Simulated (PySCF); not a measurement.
Species: sum formula H$_{8}$SiN$_{3}$O, charge 1, multiplicity 1. It need not be the lowest isomer of its formula. SMILES: N[Si](N)(N)[OH2+]
Structure (B3LYP-D3(BJ)/def2-TZVP (Ansatz) minimum search):
```
Si
N 1 1.6682
H 2 1.0078 1 123.62
H 2 1.0080 3 112.37 1 173.06
N 1 1.6719 2 114.68 3 143.46
H 5 1.0082 1 124.32 2 155.98
H 5 1.0090 6 112.07 1 -161.76
N 1 1.6773 2 114.08 3 -5.11
H 8 1.0087 1 123.98 2 -14.55
H 8 1.0087 9 111.84 1 -161.88
O 1 1.8914 2 107.67 3 -111.80
H 11 0.9702 1 122.78 2 -49.86
H 11 0.9703 12 111.27 1 -147.07
```
Charge +1, spin multiplicity 1.

Dispersion corrections to the total energy (kcal/mol) from the dftd3 and dftd4 libraries through PySCF: D3(BJ) without and D4 with the three-body term, each with the damping fitted for the functional named.

| functional | D3(BJ) | D4 |
|---|---|---|
| LC-wPBE | -5.83 | (withheld) |
| PW6B95 | (withheld) | -5.07 |
| HF | -46.83 | -20.35 |
| revPBE | -15.31 | -17.86 |
| BP86 | -9.76 | -7.61 |
| PBE0 | (withheld) | -4.82 |
| PBE | -6.19 | -5.74 |

Question: Complete the blanks.

Answer: 
- LC-wPBE, D4: -6.37
- PW6B95, D3(BJ): -3.12
- PBE0, D3(BJ): -5.38
